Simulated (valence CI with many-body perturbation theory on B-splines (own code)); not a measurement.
**Ge19+: electric-dipole lines**

Calculated by relativistic CI+MBPT: three valence electrons over a frozen Dirac-Fock core [Ne], a basis of 11 s, 11 p, 9 d, 7 f, 5 g, 2 h, 1 i functions for each j, with the one-electron correlation potential Σ1, the two-electron term Σ2, the three-electron term Σ3, Breit, model QED; selected CI, second order for the rest (own B-spline code, finite nucleus).

No measured spectrum was set against this ion. As an estimate, levels of excited configurations hold to 0.05 to 0.15 % of their energy, terms of the ground configuration to about 0.5 %.

Lines 1 to 50 of 274 in falling wavelength, among levels below 201.03 eV, chosen from the strongest by gf and those to the six lowest levels. Wavelengths and rates use the calculated energies, so an error of 400 cm⁻¹ moves a line at 369.6 Å by 0.15 % and its rate by three times that or more. Electric multipoles are in the length gauge, E1 and E2 with the static RPA response of the core. Weak lines are less certain than strong ones. Lines between different terms over intervals too small for the method are left out, as are lines whose strength nearly cancels. Where a level lies close to another of its J and parity, the split of strength between their lines is uncertain. The highest levels of a list are the least certain.

Names give the largest LS component (configuration and term), which can be under half, so a name can repeat, a term be missing and a line seem to break the LS rules; names also repeat where a configuration has a term twice. Letters in brackets count levels of one name in rising energy.

| λ vac (Å) | Upper | Lower | A (s⁻¹) | log gf | Branch % |
| --- | --- | --- | --- | --- | --- |
| 369.6 | 3p3 2D°_5/2 | 3s 3p2 2P_3/2 | 1.16e+09 | -0.85 | 16.1 |
| 359.6 | 3s 3p2 4P_1/2 | 3s2 3p 2P°_3/2 | 4.00e+07 | -2.81 | 14.9 |
| 337.2 | 3p2 3d 2G_7/2 | 3s 3p 3d 2F°_5/2 [b] | 1.26e+09 | -0.77 | 7.3 |
| 331.7 | 3p2 3d 2F_7/2 [a] | 3s 3p 3d 2F°_7/2 [a] | 9.74e+08 | -0.89 | 6.5 |
| 328.8 | 3s 3p2 4P_3/2 | 3s2 3p 2P°_3/2 | 3.69e+07 | -2.62 | 88.9 |
| 316.4 | 3p3 2D°_3/2 | 3s 3p2 2P_1/2 | 1.52e+09 | -1.04 | 8.9 |
| 311.5 | 3p2 3d 2G_9/2 | 3s 3p 3d 2F°_7/2 [b] | 2.43e+09 | -0.45 | 14.8 |
| 307.7 | 3p2 3d 2F_5/2 [a] | 3s 3p 3d 2F°_5/2 [a] | 2.57e+09 | -0.66 | 23.5 |
| 304.8 | 3s 3p2 4P_5/2 | 3s2 3p 2P°_3/2 | 2.30e+08 | -1.72 | 100.0 |
| 303.1 | 3p2 3d 4F_9/2 | 3s 3p 3d 2F°_7/2 [a] | 9.22e+08 | -0.90 | 3.6 |
| 300.6 | 3s 3p2 4P_1/2 | 3s2 3p 2P°_1/2 | 2.29e+08 | -2.21 | 85.1 |
| 293.7 | 3p2 3d 2P_1/2 [b] | 3s 3p 3d 2D°_3/2 [b] | 3.78e+09 | -1.01 | 6.6 |
| 286.4 | 3p2 3d 2F_5/2 [a] | 3s 3p 3d 2D°_3/2 [a] | 1.98e+09 | -0.84 | 18.1 |
| 278.8 | 3s 3p2 4P_3/2 | 3s2 3p 2P°_1/2 | 4.60e+06 | -3.67 | 11.1 |
| 274.8 | 3p2 3d 2F_7/2 [a] | 3s 3p 3d 2D°_5/2 [a] | 1.11e+09 | -1.00 | 7.4 |
| 272.2 | 3p2 3d 2F_5/2 [b] | 3s 3p 3d 2D°_3/2 [b] | 2.17e+09 | -0.84 | 2.3 |
| 271.7 | 3p3 2P°_1/2 | 3s 3p2 2S_1/2 | 5.91e+09 | -0.88 | 20.1 |
| 271.0 | 3p2 3d 2P_3/2 [b] | 3s 3p 3d 2D°_5/2 [b] | 2.12e+09 | -1.03 | 3.5 |
| 266.4 | 3p3 2P°_3/2 | 3s 3p2 2P_3/2 | 4.75e+09 | -0.69 | 16.4 |
| 262.1 | 3p2 3d 2F_7/2 [a] | 3s 3p 3d 4D°_5/2 | 1.77e+09 | -0.84 | 11.7 |
| 260.0 | 3p2 3d 2F_7/2 [b] | 3s 3p 3d 2D°_5/2 [b] | 3.87e+09 | -0.50 | 4.0 |
| 259.0 | 3p2 3d 2D_5/2 [b] | 3s 3p 3d 2P°_3/2 [b] | 2.45e+09 | -0.83 | 5.6 |
| 257.4 | 3p2 3d 4F_3/2 | 3s 3p 3d 4D°_1/2 | 4.29e+09 | -0.77 | 15.8 |
| 255.8 | 3p2 3d 2G_9/2 | 3s 3p 3d 2F°_7/2 [a] | 6.49e+09 | -0.20 | 39.6 |
| 254.7 | 3p2 3d 2D_5/2 [b] | 3s 3p 3d 2D°_3/2 [b] | 1.91e+09 | -0.95 | 4.4 |
| 254.5 | 3p3 2D°_3/2 | 3s 3p2 2D_3/2 | 2.37e+09 | -1.04 | 13.9 |
| 253.4 | 3p2 3d 2F_5/2 [b] | 3s 3p 3d 2F°_5/2 [b] | 2.81e+09 | -0.79 | 2.9 |
| 250.4 | 3s 3p2 2D_3/2 | 3s2 3p 2P°_3/2 | 1.16e+06 | -4.36 | 0.0 |
| 250.3 | 3p2 3d 4D_1/2 | 3s 3p 3d 4P°_1/2 | 6.02e+09 | -0.95 | 17.1 |
| 249.7 | 3p2 3d 2F_5/2 [b] | 3s 3p 3d 2F°_7/2 [b] | 2.58e+09 | -0.84 | 2.7 |
| 249.0 | 3p3 2D°_5/2 | 3s 3p2 2D_5/2 | 4.64e+09 | -0.59 | 64.2 |
| 248.4 | 3p2 3d 4D_3/2 | 3s 3p 3d 2D°_5/2 [a] | 3.10e+09 | -0.94 | 8.0 |
| 246.0 | 3p2 3d 4F_5/2 | 3s 3p 3d 4D°_3/2 | 4.53e+09 | -0.61 | 16.2 |
| 243.2 | 3p2 3d 4F_5/2 | 3s 3p 3d 4P°_5/2 | 2.01e+09 | -0.97 | 7.2 |
| 243.1 | 3p2 3d 4F_9/2 | 3s 3p 3d 4D°_7/2 | 4.94e+09 | -0.36 | 19.3 |
| 242.8 | 3s 3p2 2D_5/2 | 3s2 3p 2P°_3/2 | 3.19e+09 | -0.77 | 100.0 |
| 242.6 | 3p2 3d 2G_7/2 | 3s 3p 3d 2F°_5/2 [a] | 6.91e+09 | -0.31 | 40.3 |
| 241.5 | 3p3 2D°_5/2 | 3s 3p2 2D_3/2 | 7.03e+08 | -1.43 | 9.7 |
| 239.6 | 3p2 3d 2F_7/2 [b] | 3s 3p 3d 2F°_5/2 [b] | 1.28e+09 | -1.05 | 1.3 |
| 238.9 | 3p2 3d 4D_3/2 | 3s 3p 3d 4P°_3/2 | 3.86e+09 | -0.88 | 9.9 |
| 238.3 | 3p2 3d 4D_5/2 | 3s 3p 3d 4P°_3/2 | 2.58e+09 | -0.88 | 7.0 |
| 237.4 | 3p2 3d 4D_5/2 | 3s 3p 3d 4D°_5/2 | 3.80e+09 | -0.71 | 10.4 |
| 236.5 | 3p3 4S°_3/2 | 3s 3p2 2D_3/2 | 6.71e+08 | -1.65 | 1.4 |
| 236.3 | 3p2 3d 2F_7/2 [b] | 3s 3p 3d 2F°_7/2 [b] | 5.23e+09 | -0.46 | 5.4 |
| 235.2 | 3s 3p 3d 2F°_7/2 [a] | 3s2 3d 2D_5/2 | 3.37e+09 | -0.65 | 10.8 |
| 234.2 | 3p2 3d 2F_5/2 [b] | 3s 3p 3d 2P°_3/2 [a] | 4.37e+09 | -0.67 | 4.6 |
| 231.8 | 3p2 3d 4D_7/2 | 3s 3p 3d 2D°_5/2 [a] | 6.95e+09 | -0.35 | 23.0 |
| 231.4 | 3p2 3d 2P_1/2 [a] | 3s 3p 3d 2D°_3/2 [a] | 6.07e+09 | -1.01 | 13.5 |
| 231.2 | 3p2 3d 4F_7/2 | 3s 3p 3d 4P°_5/2 | 6.73e+09 | -0.37 | 24.1 |
| 226.3 | 3p3 2P°_3/2 | 3s 3p2 2P_1/2 | 2.74e+09 | -1.07 | 9.5 |
